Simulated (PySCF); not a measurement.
PySCF input file for SSn, SMILES [S]=[Sn] (connectivity only; charge and spin as stated), neutral, multiplicity 1, PBE-D3(BJ)/def2-TZVP. The structure is a stationary point at PBE-D3(BJ)/def2-TZVP. The def2 effective core potentials stand for the cores of Sn; spin–orbit coupling is left out.

```python
import numpy as np
from pyscf import gto, scf, dft, df
from pyscf.hessian import thermo

mol = gto.M(
    atom='''
    Sn    0.00000000    0.00000000   -0.54103980
    S     0.00000000    0.00000000    1.69074938
    ''',
    basis='def2-TZVP',
    ecp={'Sn': 'def2-tzvp'},
    charge=0,
    spin=0,
    max_memory=1600,
    verbose=3,
)
mf = dft.RKS(mol, xc='pbe').density_fit(auxbasis='def2-universal-jkfit')
mf.disp = 'd3bj'
mf.grids.level = 3
mf.conv_tol = 1e-11
mf.max_cycle = 100
mf.kernel()

# [left out here: the lines that compute and print the analytic Hessian (its translational invariance restored by hand, since the grid's response is missing), thermochemistry and intensities]
```

Output:

```
converged SCF energy = -612.385523307553

WARN: DFTD3 does not support analytical Hessian, using finite difference


WARN: Mole.unit (angstrom) is changed to Bohr

Mode                                 0
Irrep
Freq [cm^-1]                      471.8929
Reduced mass [au]                  37.9504
Force const [Dyne/A]                4.9791
Char temp [K]                     678.9488
Normal mode                   x     y     z
       0  Sn                 0.00  0.00 -0.04
       1   S                 0.00  0.00  0.16
temperature 298.1500 [K]
pressure 101325.00 [Pa]
Rotational constants [GHz] inf 4.01953 4.01953
Symmetry number 1
Zero-point energy (ZPE) 0.00108 [Eh]   2822.546 [J/mol]
                           tot       elec      trans        rot        vib
Entropy [J/mol/K]       243.733      0.000    171.301     69.369      3.064
Cv [J/mol/K]             26.277      0.000     12.472      8.314      5.491
Cp [J/mol/K]             34.592      0.000     20.786      8.314      5.491
Internal energy [J/mol]                      3718.434   2478.956   3467.744
Internal energy [Eh]   -612.38184  -612.38552
Enthalpy [J/mol]                             6197.391   2478.956   3467.744
Enthalpy [Eh]          -612.38090
Gibbs free energy [J/mol]                  -44875.934 -18203.333   2554.272
Gibbs free energy [Eh] -612.40858
mode   freq/cm-1   IR/(km/mol)
   1      471.89        30.402
max |gradient| / (hartree/bohr): 5.206271893069442e-05
APT charges: [ 0.4949 -0.4949]
```

The run converged.
